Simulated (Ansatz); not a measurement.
```yaml
crystal:
  periodic: [false, false, false]
  atoms:
    - {symbol: S, position_ang: [-0.877611, 1.109712, -1.706179]}
    - {symbol: C, position_ang: [-0.265174, 0.215623, -0.374351]}
    - {symbol: N, position_ang: [-0.810526, -0.559311, 0.489540]}
    - {symbol: Si, position_ang: [0.942681, -0.412544, 0.771104]}
    - {symbol: H, position_ang: [-2.163940, 0.728052, -1.555777]}
    - {symbol: H, position_ang: [1.416776, 0.397885, 1.910364]}
    - {symbol: H, position_ang: [1.818994, -1.547417, 0.419501]}
basis:
  gaussian: {orbitals: def2-TZVPP}
hamiltonian: {xc: {name: wB97}}
output: {forces: true}
```

```sh
$ ansatz run in.yaml --threads 2 --pin off --events-out ev --progress --plain --max-ram 4352MiB
```

Output, abridged:

```
Functional definition: wB97
1084 factors; their error is unknown
323 factors; integrals over basis functions are off by at most 2.5e-5 eV
mean field evaluation 1: about -21282.7984 eV, gradient 4.8e1 eV
mean field evaluation 2: about -21280.6460 eV, gradient 5.8e1 eV
mean field evaluation 4: about -21287.9743 eV, gradient 3.1e0 eV
mean field evaluation 8: about -21288.0023 eV, gradient 7.9e-2 eV
mean field evaluation 16: about -21287.9770 eV, gradient 1.7e-4 eV
mean field -21287.97701756 eV, -782.3187258862 hartree, gradient 7.7e-5 eV, S^2 0.000000; 0 other end points of the search recorded, 0 dependent functions left out
reference -21287.97700730 eV, -782.3187255093 hartree; 23, 23 occupied and 165, 165 virtual orbitals, 1084 factors
Total energy: -21287.97700730 eV, -782.3187255093 hartree
Atom 0 at    -0.877611     1.109712    -1.706179 Å, force    -0.316051    -0.042983    -0.029482 eV/Å
Atom 1 at    -0.265174     0.215623    -0.374351 Å, force     0.396186     0.001197     0.105216 eV/Å
Atom 2 at    -0.810526    -0.559311     0.489540 Å, force     0.083832    -0.082315     0.130035 eV/Å
Atom 3 at     0.942681    -0.412544     0.771104 Å, force    -0.352482     0.049755    -0.160021 eV/Å
Atom 4 at    -2.163940     0.728052    -1.555777 Å, force     0.237936     0.062538    -0.017106 eV/Å
Atom 5 at     1.416776     0.397885     1.910364 Å, force    -0.010388    -0.063514    -0.067443 eV/Å
Atom 6 at     1.818994    -1.547417     0.419501 Å, force    -0.039034     0.075322     0.038801 eV/Å
Dipole moment:     0.272092     0.060285    -0.005302 e Å
```

Run time 7.5 s (2 threads of an Arm Neoverse V1 on a shared host); peak host memory 0.36 GiB.
